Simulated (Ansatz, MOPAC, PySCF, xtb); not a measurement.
Noncovalent pair: NH3 (SMILES N) (first 4 atoms) with C2H6O (SMILES COC); geometry from B3LYP-D3(BJ)/def2-TZVP, rigid monomers moved along the line of their centres of mass till H4···O6 is 2.52 Å.
(charge 0, multiplicity 1):
```xyz
13

N      0.498    -0.020     0.167
H     -0.037     0.569    -0.460
H      0.691    -0.883    -0.329
H     -0.099    -0.248     0.958
C     -0.390     1.171     3.638
O     -0.515    -0.225     3.445
C      0.651    -0.924     3.835
H      0.430     1.580     3.037
H     -0.212     1.408     4.694
H     -1.328     1.627     3.325
H      1.517    -0.608     3.243
H      0.466    -1.984     3.666
H      0.869    -0.765     4.899
```

Counterpoise-corrected where a basis set is named; no monomer relaxation. Rows marked so take none.

Frozen-core correlation. Rows in 6-31G* carry no dispersion term and start afresh at each structure (6-31G* with six Cartesian d functions). MP2/6-31G* freezes PySCF's default core. The state that AM1 reach isn't checked.

The values were computed with Ansatz (a quantum-chemistry and plane-wave program); MOPAC for AM1 (differences of heats of formation); PySCF for 6-31G* rows, the dispersion terms; xtb for the GFN methods. 

| level | interaction energy (kJ/mol) |
|---|---|
| AM1 | -6.2 |
| GFN1-xTB | -7.8 |
| PBE/def2-TZVPPD | -8.9 |
| r2SCAN-D4/def2-TZVPPD | -12.0 |
| PBE0/def2-TZVPPD | -8.8 |
| M06-2X/6-31G* (no counterpoise) | -17.1 |
| wB97X-V/def2-TZVPPD | -12.3 |
| MP2/6-31G* (no counterpoise) | -16.7 |
| CCSD(T)/aug-cc-pVDZ | ? |

Q: What belongs in the gaps?

A: 
- CCSD(T)/aug-cc-pVDZ, interaction energy (kJ/mol): -11.3
